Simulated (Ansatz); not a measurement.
`CC(C)C(=O)C(C)(C)C`, charge 0, multiplicity 1.

Question: Give a relaxed structure at PBE0-D4/def2-TZVP (the Gaussian-basis code of Ansatz). (An estimate is asked.)

Answer: The calculation gave: 
Cartesian coordinates in Å:
```
C 0.3617 -2.2431 1.1720
C 0.8852 -1.0569 0.3692
C 2.0376 -1.4715 -0.5388
C -0.2464 -0.4940 -0.4826
O -0.7622 -1.1907 -1.3225
C -0.7007 0.9454 -0.2490
C 0.4829 1.8835 -0.5026
C -1.1744 1.0879 1.2001
C -1.8394 1.2851 -1.1985
H -0.4377 -1.9480 1.8561
H -0.0335 -3.0047 0.4971
H 1.1663 -2.6862 1.7635
H 1.2390 -0.2894 1.0623
H 2.8445 -1.9148 0.0495
H 2.4474 -0.6196 -1.0869
H 1.6925 -2.2083 -1.2665
H 0.8408 1.7970 -1.5315
H 0.1684 2.9183 -0.3438
H 1.3206 1.6856 0.1694
H -2.0187 0.4253 1.4059
H -0.3828 0.8676 1.9193
H -1.5048 2.1149 1.3762
H -2.1667 2.3148 -1.0336
H -1.5286 1.1812 -2.2391
H -2.6911 0.6206 -1.0453
```
Point group Cs.
This is one stationary point; other conformers may exist.
